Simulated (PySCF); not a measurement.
## Cr²⁺: excitation energy

Cr²⁺ [Ar] 3d4 (5D) → Cr²⁺ [Ar] 3d3 4p1 (high-spin determinant), as a difference of total energies. Calculation: PySCF 2.14, in ANO-RCC-VTZP (6s5p3d2f1g, 59 functions); scalar relativity by spin-free X2C-1e. Correlated levels: valence: [Ar] frozen; valence and next inner shell: [Ne] frozen. The calculations carry no spin-orbit coupling.

| method | excitation energy (eV) |
| --- | --- |
| UHF | 11.147 |
| LDA | 11.939 |
| PBE | 11.623 |
| PBE0 | 11.706 |
| r2SCAN | 11.519 |
| HSE06 | 11.650 |
| PBEsol | 11.775 |
| BHandHLYP | 11.582 |
| MP2 (valence) | 11.627 |
| SCS-MP2 (valence) | 11.307 |
| MP2 (valence and next inner shell) | 12.049 |
| SCS-MP2 (valence and next inner shell) | 11.717 |

How much does correlation contribute at MP2 (valence and next inner shell)?

12.049 − (11.147) = 0.902 eV, measured against UHF.

A first-order spin-orbit estimate (lowest level to lowest level, LS coupling) adds -0.051 eV.

The basis was made for the ground configuration and has no added diffuse functions, so the excitation energy can come out too high.

The determinant of the upper state mixes LS terms, which raises its energy above the lowest term, most at the Hartree-Fock and MP2 levels.
